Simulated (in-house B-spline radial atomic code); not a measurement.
# Ionising S+ with different functionals

Computed with a radial B-spline atomic code at the basis-set limit: scalar-relativistic (spin-free X2C) Hamiltonian, Fermi nucleus of rms radius 3.2611 fm, spin-polarised at highest spin, spherical fractional occupations for the functionals, and exact exchange of hybrids averaged over the configuration. The ionisation energy is the difference of two self-consistent energies, [Ne] 3s2 3p3 → [Ne] 3s2 3p2, without Breit or QED terms; ε is the level of the shell that loses the electron (its least bound occupied spin orbital).

| method | rung | ΔSCF (eV) | -ε(3p) (eV) |
| --- | --- | --- | --- |
| PBE0 | global hybrid | 23.43 | 19.48 |
| B3LYP | global hybrid | ? | ? |
| TPSSh | global hybrid | 23.55 | 18.71 |
| BHandHLYP | global hybrid | 23.18 | 20.71 |
| r2SCAN0 | global hybrid | 23.75 | 19.85 |
| B97-1 | global hybrid | 23.24 | 19.02 |
| HSE06 | range-separated hybrid | ? | ? |
| wB97X | range-separated hybrid | 23.24 | 21.88 |
| CAM-B3LYP | range-separated hybrid | 23.26 | 20.75 |
| LC-wPBE | range-separated hybrid | 23.48 | 22.46 |

(1) What does B3LYP give?

(2) What does HSE06 give?

(3) Among the functionals, which spreads more, the ΔSCF values or the orbital energies?

(4) How do they compare with the NIST value?

## Answers

(1) ΔSCF 23.28 eV, and -ε(3p) = 19.00 eV.

(2) ΔSCF 23.42 eV, and -ε(3p) = 19.06 eV.

(3) The orbital energies: ΔSCF values span about 0.56 eV and the orbital energies 3.75 eV; here energy differences depend much less on the functional than eigenvalues do.

(4) NIST lists 23.338 eV (measured, ground level to ground level). Errors run from -0.16 to +0.41 eV; B3LYP is closest (-0.06 eV), but part of that can be cancellation, since the calculations leave out spin-orbit coupling, Breit-QED terms, multiplet and fine-structure energies.
